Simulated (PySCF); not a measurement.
NO2 (SMILES [O]N=O), doublet, geometry from GFN2-xTB. Base run: DF-M062X/def2-SVP run with PySCF.

The PySCF input:
```python
from pyscf import gto, scf, dft

mol = gto.M(
    atom='''
N     0.02634660   -0.00099173    0.29394606
O     0.01046225    1.10203615   -0.12685565
O    -0.03351552   -1.10116839   -0.13034716
''',
    basis='def2-svp',
    spin=1,
    verbose=4,
)

mf = dft.UKS(mol)
mf.xc = 'm062x'
mf = mf.density_fit(auxbasis='def2-universal-jkfit')
mf.kernel()
```

Variants of this job, named by their change:

| change | basis functions | E (Eh) | HOMO (eV) | dipole (D) |
|---|---|---|---|---|
| base | 42 | -204.82845 | -9.48 | 0.33 |
| basis = LANL2DZ | 27 | -204.93061 | -9.89 | 0.26 |
| basis = 6-31G** | 42 | -204.97996 | -9.35 | 0.33 |
| basis = cc-pVDZ | 42 | -205.01072 | -9.27 | 0.33 |
| basis = 6-31G* | 42 | -204.97996 | -9.35 | 0.33 |
| basis = pcseg-1 | 42 | -204.95095 | -9.67 | 0.35 |
| basis = def2-SV(P) | 42 | -204.82845 | -9.48 | 0.33 |
| basis = aug-cc-pVDZ | [?] | [?] | [?] | 0.34 |
| basis = 6-311+G(2d,p) | [?] | [?] | [?] | 0.35 |
| basis = pc-2 | [?] | [?] | [?] | [?] |
| basis = def2-TZVPP | 93 | -205.07699 | -9.68 | 0.34 |
| basis = def2-TZVP | 93 | -205.07699 | -9.68 | 0.34 |
| basis = cc-pVQZ | [?] | [?] | -9.68 | 0.35 |

Question: Some entries are withheld; supply them.

Answer: 
- basis = aug-cc-pVDZ, basis functions: 69
- basis = aug-cc-pVDZ, E (Eh): -205.02902
- basis = aug-cc-pVDZ, HOMO (eV): -9.65
- basis = 6-311+G(2d,p), basis functions: 81
- basis = 6-311+G(2d,p), E (Eh): -205.05706
- basis = 6-311+G(2d,p), HOMO (eV): -9.76
- basis = pc-2, basis functions: 90
- basis = pc-2, E (Eh): -205.07880
- basis = pc-2, HOMO (eV): -9.69
- basis = pc-2, dipole (D): 0.36
- basis = cc-pVQZ, basis functions: 165
- basis = cc-pVQZ, E (Eh): -205.08326

Totals compare only among sets that treat the same electrons; sets with core potentials leave the core out.

Open shells are given as the SCF converged; they aren't shown to be the lowest states, and a large step between rows can be another state.
